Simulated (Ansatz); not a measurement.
System: ZrO, charge 0, singlet. ZrO (SMILES [O]=[Zr]).
B3LYP-D3(BJ)/def2-TZVP minimum from Ansatz (a quantum-chemistry and plane-wave program):
```xyz
2

Zr     0.0000     0.0000    -0.2863
O      0.0000     0.0000     1.4315
```

Total energies in def2-QZVPP, 10 correlated electrons, 5 frozen orbitals. Open shells are spin-unrestricted; no spin-orbit coupling. Cores are frozen in correlated methods (noble-gas shells, and filled d and f shells in the p block). Past Kr the def2 sets carry scalar-relativistic core potentials. The T1 diagnostic of OZr ([O]=[Zr], singlet) reaches 0.035 in the sets run. The restricted determinant of OZr ([O]=[Zr], singlet) is unstable towards broken spin symmetry in at least one set run.

| method | program | energy (Eh) | minus CCSDT(Q) (mEh) |
|---|---|---|---|
| HF | Ansatz | -121.39752 | 389.56 |
| MP2 | Ansatz | -121.78076 | 6.32 |
| CCSD | Ansatz | -121.76041 | 26.67 |
| CCSD(T) | Ansatz | -121.78638 | 0.70 |
| CCSDT(Q) | Ansatz | -121.78708 | 0.00 |

Rough core times of Ansatz's runs on a shared machine: CCSD(T) under 20 s, CCSDT(Q) 4 min.
